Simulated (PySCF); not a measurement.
Isomers of C3H11NSSi3, mass 176.992 u with the commonest isotopes. Computed with PBE0/pcSseg-1 in PySCF (dipole) on a GFN2-xTB geometry, gas phase. One conformer each, none proved a minimum here; rigid rotors.

Task: Order these by out-of-plane moment Σ m c² = (Ia + Ib − Ic)/2, smallest first.
A. `[N:1]#[C:2][SiH2:3][S:4][SiH2:5][CH2:6][CH2:7][SiH3:8]` with C2–Si3–S4–Si5 -54°, Si3–S4–Si5–C6 -175°, S4–Si5–C6–C7 -59°, Si5–C6–C7–Si8 179°
B. `[N:1]#[C:2][CH2:3][S:4][Si@H:5]([SiH3:6])[CH2:7][SiH3:8]` with C2–C3–S4–Si5 51°, C3–S4–Si5–Si6 164°, S4–Si5–C7–Si8 61°
C. `[N:1]#[C:2][CH2:3][SiH2:4][CH2:5][SiH2:6][S:7][SiH3:8]` with C2–C3–Si4–C5 -49°, C3–Si4–C5–Si6 -43°, Si4–C5–Si6–S7 -41°, C5–Si6–S7–Si8 -171°

Result: A (77.64 u·Å²), B (127.73 u·Å²), C (128.48 u·Å²).

Task: Order these by rotational constant C, smallest first.
A. `[N:1]#[C:2][CH2:3][SiH2:4][CH2:5][SiH2:6][S:7][SiH3:8]` with C2–C3–Si4–C5 -49°, C3–Si4–C5–Si6 -43°, Si4–C5–Si6–S7 -41°, C5–Si6–S7–Si8 -171°
B. `[N:1]#[C:2][CH2:3][S:4][Si@H:5]([SiH3:6])[CH2:7][SiH3:8]` with C2–C3–S4–Si5 51°, C3–S4–Si5–Si6 164°, S4–Si5–C7–Si8 61°
C. `[N:1]#[C:2][SiH2:3][S:4][SiH2:5][CH2:6][CH2:7][SiH3:8]` with C2–Si3–S4–Si5 -54°, Si3–S4–Si5–C6 -175°, S4–Si5–C6–C7 -59°, Si5–C6–C7–Si8 179°

Result: C (340.5 MHz), A (482.5 MHz), B (552.4 MHz).

Task: Order these by rotational constant B, smallest first.
A. `[N:1]#[C:2][CH2:3][SiH2:4][CH2:5][SiH2:6][S:7][SiH3:8]` with C2–C3–Si4–C5 -49°, C3–Si4–C5–Si6 -43°, Si4–C5–Si6–S7 -41°, C5–Si6–S7–Si8 -171°
B. `[N:1]#[C:2][SiH2:3][S:4][SiH2:5][CH2:6][CH2:7][SiH3:8]` with C2–Si3–S4–Si5 -54°, Si3–S4–Si5–C6 -175°, S4–Si5–C6–C7 -59°, Si5–C6–C7–Si8 179°
C. `[N:1]#[C:2][CH2:3][S:4][Si@H:5]([SiH3:6])[CH2:7][SiH3:8]` with C2–C3–S4–Si5 51°, C3–S4–Si5–Si6 164°, S4–Si5–C7–Si8 61°

Result: B (357.0 MHz), A (513.0 MHz), C (705.3 MHz).

| SMILES | point group | Ia (u·Å²) | Ib (u·Å²) | Ic (u·Å²) | κ | μa (D) | μb (D) | μc (D) |
| --- | --- | --- | --- | --- | --- | --- | --- | --- |
| N#CCS[Si@H]([SiH3])C[SiH3] | C1 | 453.69 | 716.57 | 914.80 | -0.46 | 1.77 | 1.58 | 1.26 |
| N#CC[SiH2]C[SiH2]S[SiH3] | C1 | 319.04 | 985.22 | 1047.31 | -0.94 | 1.81 | 2.23 | 0.69 |
| N#C[SiH2]S[SiH2]CC[SiH3] | C1 | 223.91 | 1415.78 | 1484.42 | -0.98 | 1.14 | 1.84 | 1.68 |
